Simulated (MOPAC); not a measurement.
MOPAC input (PM6):

```
PM6 PRECISE GNORM=0.05 LET XYZ GEO-OK AUX(PRECISION=9) THREADS=1
Cl2Ge

Ge   -0.00794673 1    0.00413188 1    0.72662065 1
Cl    1.09912663 1    1.29182120 1   -0.67930737 1
Cl   -1.08416808 1   -1.29959887 1   -0.68844914 1
```

Output:

```
 *******************************************************************************
 **                                                                           **
 **                              MOPAC v23.2.5                                **
 **                                                                           **
 *******************************************************************************
 ** MOPAC's Digital Object Identifier: https://doi.org/10.5281/zenodo.6511958 **
 **                                                                           **
 ** Please cite the open-source release paper for use of this MOPAC version:  **
 ** J. E. Moussa and J. J. P. Stewart (2026)                                  **
 ** MOPAC: An open-source semiempirical molecular orbital program             **
 ** J. Open Source Softw., 11(119), 8025, https://doi.org/10.21105/joss.08025 **
 *******************************************************************************

                              PM6 CALCULATION RESULTS

 *******************************************************************************
 *  PM6        - The PM6 Hamiltonian to be used
 *  GEO-OK     - OVERRIDE INTERATOMIC DISTANCE AND OTHER SAFETY CHECKS
 *  LET        - OVERRIDE SOME SAFETY CHECKS
 *  PRECISE    - TIGHTER CRITERIA TO BE USED
 *  XYZ        - CARTESIAN COORDINATE SYSTEM TO BE USED
 *  GNORM      - EXIT WHEN GRADIENT NORM DROPS BELOW 0.050
 *  AUX        - OUTPUT AUXILIARY INFORMATION
 *******************************************************************************
PM6 PRECISE GNORM=0.05 LET XYZ GEO-OK AUX(PRECISION=9) THREADS=1
 Cl2Ge

   ATOM   CHEMICAL          X               Y               Z
  NUMBER   SYMBOL      (ANGSTROMS)     (ANGSTROMS)     (ANGSTROMS)

     1      Ge         -0.00794673  *   0.00413188  *   0.72662065  *
     2      Cl          1.09912663  *   1.29182120  *  -0.67930737  *
     3      Cl         -1.08416808  *  -1.29959887  *  -0.68844914  *

          CARTESIAN COORDINATES

    NO.       ATOM           X           Y           Z

     1        Ge         -0.0079      0.0041      0.7266
     2        Cl          1.0991      1.2918     -0.6793
     3        Cl         -1.0842     -1.2996     -0.6884

 General Reference for PM6:
 "Optimization of Parameters for Semiempirical Methods V: Modification of NDDO Approximations
 and Application to 70 Elements", J. J. P. Stewart, J. Mol. Mod., 13, 1173-1213 (2007)
 URL: https://link.springer.com/article/10.1007/s00894-007-0233-4

           Empirical Formula: Ge Cl2  =     3 atoms

      MOLECULAR POINT GROUP   :   C2v

      RHF CALCULATION, NO. OF DOUBLY OCCUPIED LEVELS = 9

          Geometry optimization using EF

          DIAGONAL MATRIX USED AS START HESSIAN

 CYCLE:     1  GRAD.:    10.900 HEAT: -46.99446
 CYCLE:     2  GRAD.:    16.161 HEAT: -46.86915
 CYCLE:     3  GRAD.:     0.438 HEAT: -47.11674
 CYCLE:     4  GRAD.:     0.155 HEAT: -47.11705
 CYCLE:     5  GRAD.:     0.154 HEAT: -47.11722
 CYCLE:     6  GRAD.:     0.109 HEAT: -47.11733
 CYCLE:     7  GRAD.:     0.032 HEAT: -47.11735

     GRADIENT =  0.03176 IS LESS THAN CUTOFF =  0.05000

 -------------------------------------------------------------------------------
 PM6 PRECISE GNORM=0.05 LET XYZ GEO-OK AUX(PRECISION=9) THREADS=1
 Cl2Ge

     GEOMETRY OPTIMISED USING EIGENVECTOR FOLLOWING (EF).
     SCF FIELD WAS ACHIEVED

                              PM6 CALCULATION
                                                       MOPAC v23.2.5 Linux

          FINAL HEAT OF FORMATION =        -47.11735 KCAL/MOL =    -197.13897 KJ/MOL

          COSMO AREA              =        114.82 SQUARE ANGSTROMS
          COSMO VOLUME            =        104.72 CUBIC ANGSTROMS

          GRADIENT NORM           =          0.03176          =       0.01834 PER ATOM
          IONIZATION POTENTIAL    =          9.850216 EV
          HOMO LUMO ENERGIES (EV) =         -9.850 -1.768
          NO. OF FILLED LEVELS    =          9
          MOLECULAR WEIGHT        =        143.4960         POINT GROUP:  C2v

          MOLECULAR DIMENSIONS (Angstroms)

            Atom       Atom       Distance
           Cl     3   Cl     2     3.36490
           Cl     2   Ge     1     1.39105
           Ge     1   Cl     2     0.00000

          SCF CALCULATIONS        =          8

   ATOM   CHEMICAL          X               Y               Z
  NUMBER   SYMBOL      (ANGSTROMS)     (ANGSTROMS)     (ANGSTROMS)

     1      Ge         -0.00782210  *   0.00406707  *   0.71522440  *
     2      Cl          1.09141497  *   1.28282019  *  -0.67118580  *
     3      Cl         -1.07663475  *  -1.29050513  *  -0.68026372  *

                             CARTESIAN COORDINATES

   1   Ge       -0.007822100     0.004067069     0.715224400
   2   Cl        1.091414968     1.282820194    -0.671185796
   3   Cl       -1.076634752    -1.290505125    -0.680263722

           Empirical Formula: Ge Cl2  =     3 atoms

      MOLECULAR POINT GROUP   :   C2v

                  EIGENVALUES
 -26.77557 -26.59342 -17.17848 -13.39509 -12.07999 -12.07149 -11.39734 -11.22020
  -9.85022  -1.76821  -0.52951  -0.29304  90.74921  90.83822  90.87609  91.47583
  91.55617  91.69290  91.69470  91.85028  92.32740  92.35125

              NET ATOMIC CHARGES AND DIPOLE CONTRIBUTIONS

  ATOM NO.   TYPE          CHARGE      No. of ELECS.   s-Pop       p-Pop       d-Pop
    1         Ge           0.767851        3.2321     1.85109     1.38106
    2         Cl          -0.383926        7.3839     1.99699     5.38389     0.00305
    3         Cl          -0.383925        7.3839     1.99699     5.38389     0.00305
 DIPOLE           X         Y         Z       TOTAL
 POINT-CHG.    -0.056     0.029     5.130     5.130
 HYBRID         0.026    -0.013    -2.342     2.343
 SUM           -0.030     0.016     2.788     2.788

          ATOMIC ORBITAL ELECTRON POPULATIONS

     Atom    s        px        py        pz      x^2-y^2     xz        z^2       yz        xy
    1 Ge   1.85109   0.31523   0.36777   0.69807
    2 Cl   1.99699   1.81172   1.77923   1.79294   0.00014   0.00080   0.00027   0.00106   0.00078
    3 Cl   1.99699   1.81790   1.77541   1.79058   0.00014   0.00077   0.00028   0.00110   0.00076

 **********************
 *                    *
 * JOB ENDED NORMALLY *
 *                    *
 **********************

 == MOPAC DONE ==
```

The geometry given is a B3LYP-D3(BJ)/def2-TZVP minimum.
